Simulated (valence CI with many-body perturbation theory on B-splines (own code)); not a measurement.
# E1 line list for Au71+

Calculated by valence CI with perturbative core correlation (CI+MBPT): six valence electrons over a frozen Dirac-Fock core [He], radial functions for each j: 9 s, 9 p, 8 d, 6 f, 3 g, 1 h, with the one-electron correlation potential Σ1 (screened to all orders), the two-electron term Σ2, the three-electron term Σ3, Breit, model QED; selected single and double excitations, second order for the rest, scaled by the run's own slope (own B-spline code, finite nucleus).

No measured spectrum was set against this ion. As an estimate, large intervals hold to a few tenths of a per cent, small ones and those within an open d or f shell to about a per cent. Among the levels kept, up to 1900 cm⁻¹ of a level comes from second order outside the variational space, and about a tenth of that is noise between levels of different J, which matters for small intervals.

Lines 1 to 50 of 197 in falling wavelength, among levels below 12429 eV, chosen from the strongest by gf and those to the six lowest levels. Wavelengths and rates use the calculated energies. Electric multipoles are in the length gauge with retardation, E1 and E2 with the static RPA response of the core. Weak lines are less certain than strong ones. Lines between different terms over intervals too small for the method are left out, as are lines whose strength nearly cancels. The highest levels of a list are the least certain.

Levels are named by their leading jj configuration (3d3/2^4 stands for four electrons in 3d with j = 3/2), which in mixed levels can hold well under half, so a name can repeat and another be missing. Letters in brackets count levels of one name in rising energy.

| λ vac (nm) | Upper | Lower | A (s⁻¹) | S (a.u.) with core polarisation | S without |
| --- | --- | --- | --- | --- | --- |
| 12.60 | (2s 2p1/2^2 2p3/2^2 3p1/2) J=1 [a] | (2s 2p1/2^2 2p3/2^2 3s) J=0 | 2.50e+09 | 7.40e-03 | 7.40e-03 |
| 11.21 | (2s 2p1/2^2 2p3/2^2 3p1/2) J=2 [a] | (2s 2p1/2^2 2p3/2^2 3s) J=2 [a] | 2.26e+09 | 7.85e-03 | 7.85e-03 |
| 11.11 | (2s 2p1/2^2 2p3/2^2 3p1/2) J=3 | (2s 2p1/2^2 2p3/2^2 3s) J=2 [a] | 6.10e+09 | 2.89e-02 | 2.89e-02 |
| 10.73 | (2s^2 2p1/2 2p3/2^2 3p1/2) J=2 [a] | (2s^2 2p1/2 2p3/2^2 3s) J=3 | 2.28e+09 | 6.94e-03 | 6.94e-03 |
| 10.44 | (2s^2 2p1/2 2p3/2^2 3p1/2) J=1 [a] | (2s^2 2p1/2 2p3/2^2 3s) J=1 [a] | 2.19e+09 | 3.69e-03 | 3.70e-03 |
| 10.15 | (2s^2 2p1/2 2p3/2^2 3p1/2) J=3 | (2s^2 2p1/2 2p3/2^2 3s) J=2 [b] | 8.03e+09 | 2.90e-02 | 2.90e-02 |
| 9.996 | (2s 2p1/2^2 2p3/2^2 3p1/2) J=1 [b] | (2s 2p1/2^2 2p3/2^2 3s) J=2 [b] | 1.28e+10 | 1.89e-02 | 1.89e-02 |
| 9.852 | (2s 2p1/2^2 2p3/2^2 3p1/2) J=2 [b] | (2s 2p1/2^2 2p3/2^2 3s) J=2 [b] | 8.04e+09 | 1.90e-02 | 1.90e-02 |
| 9.849 | (2s^2 2p1/2^2 2p3/2 3p1/2) J=1 | (2s^2 2p1/2^2 2p3/2 3s) J=1 | 2.89e+09 | 4.09e-03 | 4.09e-03 |
| 9.806 | (2s^2 2p1/2 2p3/2^2 3p1/2) J=1 [b] | (2s^2 2p1/2 2p3/2^2 3s) J=1 [b] | 1.08e+10 | 1.51e-02 | 1.51e-02 |
| 9.783 | (2s^2 2p1/2 2p3/2^2 3p1/2) J=2 [a] | (2s^2 2p1/2 2p3/2^2 3s) J=1 [a] | 6.20e+09 | 1.43e-02 | 1.43e-02 |
| 9.760 | (2s^2 2p1/2^2 2p3/2 3p1/2) J=2 | (2s^2 2p1/2^2 2p3/2 3s) J=1 | 8.34e+09 | 1.91e-02 | 1.91e-02 |
| 9.543 | (2s^2 2p1/2 2p3/2^2 3p1/2) J=1 [b] | (2s^2 2p1/2 2p3/2^2 3s) J=0 | 5.98e+09 | 7.69e-03 | 7.69e-03 |
| 9.504 | (2s^2 2p1/2^2 2p3/2 3d3/2) J=2 | (2s^2 2p1/2^2 2p3/2 3p3/2) J=1 | 1.15e+09 | 2.44e-03 | 2.44e-03 |
| 9.417 | (2s 2p1/2^2 2p3/2^2 3p1/2) J=1 [b] | (2s 2p1/2^2 2p3/2^2 3s) J=1 [b] | 3.20e+09 | 3.96e-03 | 3.96e-03 |
| 9.392 | (2s^2 2p1/2 2p3/2^2 3p1/2) J=3 | (2s^2 2p1/2 2p3/2^2 3s) J=3 | 8.31e+09 | 2.38e-02 | 2.38e-02 |
| 9.391 | (2s^2 2p1/2 2p3/2^2 3p1/2) J=1 [a] | (2s^2 2p1/2 2p3/2^2 3s) J=2 [a] | 1.53e+10 | 1.88e-02 | 1.88e-02 |
| 9.289 | (2s 2p1/2^2 2p3/2^2 3p1/2) J=2 [b] | (2s 2p1/2^2 2p3/2^2 3s) J=1 [b] | 9.98e+09 | 1.98e-02 | 1.98e-02 |
| 9.132 | (2s^2 2p1/2^2 2p3/2 3p1/2) J=1 | (2s^2 2p1/2^2 2p3/2 3s) J=2 | 1.71e+10 | 1.93e-02 | 1.93e-02 |
| 9.055 | (2s^2 2p1/2^2 2p3/2 3p1/2) J=2 | (2s^2 2p1/2^2 2p3/2 3s) J=2 | 1.10e+10 | 2.01e-02 | 2.01e-02 |
| 8.896 | (2s 2p1/2^2 2p3/2^2 3p1/2) J=1 [a] | (2s 2p1/2^2 2p3/2^2 3s) J=1 [a] | 1.57e+10 | 1.64e-02 | 1.64e-02 |
| 8.871 | (2s^2 2p1/2^2 2p3/2 3d3/2) J=3 | (2s^2 2p1/2^2 2p3/2 3p3/2) J=3 | 3.28e+09 | 7.92e-03 | 7.92e-03 |
| 8.852 | (2s^2 2p1/2 2p3/2^2 3p1/2) J=2 [a] | (2s^2 2p1/2 2p3/2^2 3s) J=2 [a] | 9.31e+09 | 1.59e-02 | 1.59e-02 |
| 8.840 | (2s 2p1/2^2 2p3/2^2 3p1/2) J=0 | (2s 2p1/2^2 2p3/2^2 3s) J=1 [a] | 2.31e+10 | 7.87e-03 | 7.87e-03 |
| 8.609 | (2s 2p1/2^2 2p3/2^2 3p1/2) J=2 [a] | (2s 2p1/2^2 2p3/2^2 3s) J=3 | 1.99e+10 | 3.13e-02 | 3.13e-02 |
| 8.553 | (2s 2p1/2^2 2p3/2^2 3p1/2) J=3 | (2s 2p1/2^2 2p3/2^2 3s) J=3 | 1.21e+10 | 2.62e-02 | 2.62e-02 |
| 7.383 | (2s^2 2p1/2 2p3/2^2 3p1/2) J=2 [b] | (2s^2 2p1/2 2p3/2^2 3s) J=2 [b] | 8.37e+09 | 8.32e-03 | 8.32e-03 |
| 6.974 | (2s^2 2p1/2 2p3/2^2 3p1/2) J=2 [b] | (2s^2 2p1/2 2p3/2^2 3s) J=3 | 2.93e+10 | 2.45e-02 | 2.45e-02 |
| 6.879 | (2s^2 2p1/2 2p3/2^2 3p1/2) J=0 | (2s^2 2p1/2 2p3/2^2 3s) J=1 [b] | 5.26e+10 | 8.45e-03 | 8.45e-03 |
| 6.561 | (2s^2 2p1/2 2p3/2^2 3p1/2) J=2 [b] | (2s^2 2p1/2 2p3/2^2 3s) J=1 [a] | 7.67e+09 | 5.34e-03 | 5.34e-03 |
| 6.129 | (2s^2 2p1/2 2p3/2^2 3p1/2) J=2 [b] | (2s^2 2p1/2 2p3/2^2 3s) J=2 [a] | 6.98e+09 | 3.96e-03 | 3.96e-03 |
| 5.022 | (2s^2 2p1/2^2 2p3/2 3d5/2) J=2 | (2s^2 2p1/2^2 2p3/2 3p3/2) J=2 | 4.20e+10 | 1.31e-02 | 1.31e-02 |
| 4.978 | (2s^2 2p1/2^2 2p3/2 3d5/2) J=1 | (2s^2 2p1/2^2 2p3/2 3p3/2) J=0 | 6.14e+10 | 1.12e-02 | 1.12e-02 |
| 4.704 | (2s^2 2p1/2^2 2p3/2 3d5/2) J=3 | (2s^2 2p1/2^2 2p3/2 3p3/2) J=2 | 1.18e+11 | 4.25e-02 | 4.25e-02 |
| 4.655 | (2s^2 2p1/2^2 2p3/2 3d5/2) J=4 | (2s^2 2p1/2^2 2p3/2 3p3/2) J=3 | 1.48e+11 | 6.63e-02 | 6.63e-02 |
| 4.459 | (2s^2 2p1/2^2 2p3/2 3d5/2) J=1 | (2s^2 2p1/2^2 2p3/2 3p3/2) J=2 | 7.66e+09 | 1.01e-03 | 1.01e-03 |
| 4.452 | (2s^2 2p1/2^2 2p3/2 3d5/2) J=2 | (2s^2 2p1/2^2 2p3/2 3p3/2) J=1 | 1.04e+11 | 2.26e-02 | 2.26e-02 |
| 4.190 | (2s^2 2p1/2^2 2p3/2 3d5/2) J=3 | (2s^2 2p1/2^2 2p3/2 3p3/2) J=3 | 3.46e+10 | 8.80e-03 | 8.80e-03 |
| 4.004 | (2s^2 2p1/2^2 2p3/2 3d5/2) J=1 | (2s^2 2p1/2^2 2p3/2 3p3/2) J=1 | 1.06e+11 | 1.00e-02 | 1.00e-02 |
| 3.763 | (2s 2p1/2^2 2p3/2^2 3p1/2) J=2 [a] | (2s^2 2p1/2 2p3/2^2 3p1/2) J=2 [b] | 8.18e+09 | 1.08e-03 | 1.08e-03 |
| 3.752 | (2s 2p1/2^2 2p3/2^2 3p1/2) J=3 | (2s^2 2p1/2 2p3/2^2 3p1/2) J=2 [b] | 9.77e+09 | 1.78e-03 | 1.79e-03 |
| 3.413 | (2s 2p1/2^2 2p3/2^2 3s) J=3 | (2s^2 2p1/2 2p3/2^2 3s) J=3 | 1.67e+10 | 2.29e-03 | 2.29e-03 |
| 3.296 | (2s 2p1/2^2 2p3/2^2 3p1/2) J=3 | (2s^2 2p1/2 2p3/2^2 3p1/2) J=3 | 1.92e+10 | 2.38e-03 | 2.38e-03 |
| 3.266 | (2s 2p1/2^2 2p3/2^2 3p1/2) J=1 [a] | (2s^2 2p1/2 2p3/2^2 3p1/2) J=0 | 1.70e+10 | 8.76e-04 | 8.77e-04 |
| 3.206 | (2s 2p1/2^2 2p3/2^2 3s) J=2 [a] | (2s^2 2p1/2 2p3/2^2 3s) J=2 [b] | 1.36e+10 | 1.11e-03 | 1.11e-03 |
| 3.198 | (2s 2p1/2^2 2p3/2^2 3s) J=3 | (2s^2 2p1/2 2p3/2^2 3s) J=2 [a] | 1.52e+10 | 1.71e-03 | 1.72e-03 |
| 3.165 | (2s 2p1/2^2 2p3/2^2 3p1/2) J=2 [a] | (2s^2 2p1/2 2p3/2^2 3p1/2) J=2 [a] | 2.31e+10 | 1.80e-03 | 1.81e-03 |
| 3.158 | (2s 2p1/2^2 2p3/2^2 3p1/2) J=3 | (2s^2 2p1/2 2p3/2^2 3p1/2) J=2 [a] | 1.74e+10 | 1.89e-03 | 1.90e-03 |
| 3.102 | (2s 2p1/2^2 2p3/2^2 3p1/2) J=2 [a] | (2s^2 2p1/2 2p3/2^2 3p1/2) J=1 [a] | 3.73e+10 | 2.74e-03 | 2.75e-03 |
| 3.040 | (2s 2p1/2^2 2p3/2^2 3s) J=2 [a] | (2s^2 2p1/2 2p3/2^2 3s) J=1 [a] | 2.53e+10 | 1.75e-03 | 1.76e-03 |
